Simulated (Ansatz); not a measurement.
ClGeH$_{9}$Si$_{3}$, SMILES `[SiH3][Ge]([SiH3])([SiH3])[Cl]`. Total charge 0; spin multiplicity 1. All single points use the PBE0-D4/def2-TZVP geometry.

```xyz
14

Si    1.282    0.820   -1.735
Ge    0.339   -0.262    0.169
Si   -0.220    1.238    1.936
Si   -1.412   -1.787   -0.375
Cl    1.953   -1.510    0.972
H     0.250    1.696   -2.351
H     2.444    1.644   -1.314
H     1.718   -0.201   -2.722
H    -1.317    2.133    1.478
H     0.969    2.053    2.290
H    -0.675    0.464    3.119
H    -2.561   -1.023   -0.930
H    -1.843   -2.506    0.851
H    -0.928   -2.759   -1.388
```

What is the dipole moment at ωB97M-V/def2-TZVPP? (Best estimate.)

The calculation gave: 2.11 D, with components (-1.55, 1.20, -0.77) D in this frame, pointing from negative to positive charge.

And with PBE, r2SCAN, B3LYP? (Estimate.)

Computed: PBE 1.93 D, r2SCAN 2.05 D, B3LYP 2.07 D.

Give the Mulliken charges with ωB97M-V, PBE, B3LYP in def2-TZVPP. (Best estimate.)

The calculation gave: 
```tsv
atom	ωB97M-V	PBE	B3LYP
Si1	0.08	0.08	0.14
Ge2	0.07	0.34	0.29
Si3	0.08	0.08	0.14
Si4	0.08	0.08	0.14
Cl5	-0.30	-0.32	-0.34
H6	-0.01	-0.03	-0.05
H7	0.00	-0.03	-0.04
H8	0.00	-0.03	-0.04
H9	-0.01	-0.03	-0.05
H10	0.00	-0.03	-0.04
H11	0.00	-0.03	-0.04
H12	-0.01	-0.03	-0.05
H13	0.00	-0.03	-0.04
H14	0.00	-0.03	-0.04
```

B3LYP here is the variant with VWN-RPA as its local correlation; programs differ in this.
